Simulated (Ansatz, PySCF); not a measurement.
Cl₄Te, charge -1, doublet, geometry from GFN2-xTB (a state made from the parent by changing its charge; the spin is typed, not shown lowest) (all electrons, no relativity) (in this run its highest filled SCF level lies above zero, so its values depend strongly on the basis, on diffuse functions most of all). Base run: PBE0/STO-3G (PySCF).

Geometry (Å):
```xyz
5

Te     0.0002    -0.0052     0.1968
Cl     1.5236    -1.9335    -0.2036
Cl     1.9381     1.5273    -0.1126
Cl    -1.5240     1.9415    -0.0974
Cl    -1.9384    -1.5193    -0.1884
```
Charge -1, spin multiplicity 2.
Orbitals are unrestricted.
All else is at PySCF's defaults.

The same geometry, method and basis name were run in Ansatz (a program for electronic structure) and PySCF, at each program's defaults and at the settings that a row names. The base is PySCF at its defaults. Differences at the defaults can come from grids, fitting, cores and function types together.

| code and settings | ΔE vs base (mEh) | basis functions | E (Eh) | SCF cycles |
|---|---|---|---|---|
| PySCF, defaults (exact integrals, its default grid, spherical functions) | 0.000 | 63 | -8369.25449 | 8 |
| Ansatz, defaults (factorised integrals, its default grid, spherical functions) | 0.021 | 63 | -8369.25447 | - |
| PySCF, fine grid | 0.022 | 63 | -8369.25447 | 8 |
| Ansatz, high accuracy | 0.020 | 63 | -8369.25447 | - |

Open shells are given as the SCF converged; they aren't shown to be the lowest states, and a large step between rows can be another state.
